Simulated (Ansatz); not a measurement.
Isomers of C3H8Cl3NSi (singlet), relaxed with PBE-D4/def2-SVP; total energies from Ansatz at RPA@PBE/def2-TZVP.

| isomer | description | energy (Eh) |
| --- | --- | --- |
| A | SiCl3(NHiPr) (C3H8Cl3NSi) | -1842.63344 |
| B | Si(NMeEt)Cl3 (C3H8Cl3NSi) | -1842.62087 |

Correlated methods freeze 24 core orbitals.

Work out the relative energies (1 Eh = 2625.5 kJ/mol) and the Boltzmann populations at 1200 K from electronic energies alone (R = 8.314 J/mol/K).

ΔE: A 0.0, B 33.0 kJ/mol. RT = 9.98 kJ/mol. Factors exp(−ΔE/RT): A 1, B 0.0366; sum 1.037. Populations: A 96.5 %, B 3.5 %. Zero-point energy, vibrational entropy and symmetry numbers are left out and can shift these; an error of 4 kJ/mol changes a ratio by a factor of 1.5. Over the other density-functional and correlated levels in def2 sets, the gap between A and B ranges from 29 to 38 kJ/mol.
